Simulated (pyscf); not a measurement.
Structures and frequencies: ωB97X-D3(BJ)/def2-SVP in PySCF. MP2 and CC: frozen core, UHF for open shells. ΔMP2 is the change of the MP2 total energy from the triple- to the quadruple-zeta basis. Singlets are restricted, triplets unrestricted.

Singlet (Å):
```xyz
4

Al     1.2907    -0.5800    -1.4679
As     0.4934     0.5426     0.5917
H      1.4668    -0.4181     1.2786
H     -0.5920    -0.5354     0.5451
```

Triplet (Å):
```xyz
4

Al     0.4980     2.3757     0.3226
As     0.7827     0.1681    -0.6903
H      0.5873    -0.6262     0.5914
H     -0.6644    -0.0002    -1.1254
```

For these two minima of Al–AsH₂, which spin state lies lower at CCSD(T)/def2-TZVPP + ΔMP2(QZVPP), and by how much (electronic energies)?

The singlet, by 41.0 kcal/mol. Zero-point energy shifts E(triplet) − E(singlet) by +0.5 kcal/mol. Other isomers of Al–AsH₂ [singlet] were not searched in full and may lie lower. 

E(triplet) − E(singlet) by level (kcal/mol):

| level | gap |
|---|---|
| ωB97X-D3(BJ)/def2-TZVP | +41.2 |
| PBE/def2-TZVP | +36.1 |
| r²SCAN/def2-TZVP | +32.3 |
| B3LYP-D3(BJ)/def2-TZVP | +39.5 |
| PBE0-D3(BJ)/def2-TZVP | +35.7 |
| M06-2X/def2-TZVP | +40.7 |
| ωB97M-D3(BJ)/def2-TZVP | +45.4 |
| HF/def2-TZVP | +24.3 |
| MP2/def2-QZVPP | +39.5 |
| CCSD/def2-TZVPP | +39.7 |
| CCSD(T)/def2-TZVPP | +39.9 |
| CCSD(T)/def2-TZVPP + ΔMP2(QZVPP) | +41.0 |

The triplet is the lowest one reached from the SCF start used. The CCSD(T) − MP2 part came from Ansatz, without density fitting, on the same reference. The frozen core leaves the outer d or s,p core shells of the metals and heavy elements correlated in the MP2 and CC values, and def2-TZVPP describes them poorly, which can shift differences by a few kcal/mol. Elements up to Kr have no core potential and no relativistic terms here.
